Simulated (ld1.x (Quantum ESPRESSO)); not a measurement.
**How hard is this platinum (Pt) TM semilocal potential?**

* Element: Pt (Z = 78)
* Generator: ld1.x (Quantum ESPRESSO) 7.5
* Type: norm-conserving Troullier–Martins (semilocal form)
* Functional: LDA (PZ)
* Relativity: scalar-relativistic
* Frozen core: [Kr] 4d10 4f14 5s2
* Valence charge: 16
* Reference configuration: 5p6 5d7 6s0 6p0 (charge +3)
* Partial waves: 6s (bound, empty): rc 2.25 bohr; 5d (bound): rc 2.30 bohr; 5p (bound): rc 1.20 bohr
* Local potential: the p channel
* Core correction: a·sin(br)/r model core inside 0.80 bohr

The pseudo-atom Hamiltonian at the reference potential is diagonalised in spherical Bessel functions j_l(qr) that vanish at 20 bohr, with q² up to the cutoff. All-electron valence levels (Ry): 6s -2.4087, 5d -2.8709, 5p -6.6991, 6p -1.7159.

Task: How do the lowest levels (Ry) of each channel move with the cutoff, and are there ghosts?

Result:

| cutoff (Ry) | s #1 | d #1 | d #2 | p #1 | p #2 | p #3 | Σ f·Δε (mRy) |
| --- | --- | --- | --- | --- | --- | --- | --- |
| 8 | -2.3942 | -1.9956 | -0.7880 | -5.2811 | -1.4200 | -0.6749 | 14634.8 |
| 18 | -2.4054 | -2.7140 | -0.9259 | -6.4978 | -1.6833 | -0.7609 | 2306.4 |
| 30 | -2.4082 | -2.8607 | -0.9536 | -6.5399 | -1.7013 | -0.7675 | 1026.3 |
| 50 | -2.4086 | -2.8708 | -0.9565 | -6.6585 | -1.7161 | -0.7716 | 244.4 |
| 70 | -2.4087 | -2.8708 | -0.9565 | -6.6924 | -1.7232 | -0.7739 | 40.3 |
| 110 | -2.4087 | -2.8709 | -0.9565 | -6.6964 | -1.7239 | -0.7741 | 16.0 |
| 160 | -2.4087 | -2.8709 | -0.9565 | -6.6989 | -1.7244 | -0.7742 | 1.1 |
| 260 | -2.4087 | -2.8709 | -0.9565 | -6.6991 | -1.7244 | -0.7742 | 0.1 |
| 400 | -2.4087 | -2.8709 | -0.9565 | -6.6991 | -1.7244 | -0.7742 | 0.0 |

Result: no extra level below or beside the all-electron valence levels (s, d, p tested); the semilocal form is local in each channel, so this says nothing of the separable form that plane-wave codes build from it; 10 mRy is reached at 120 Ry and 1 mRy at 200 Ry.
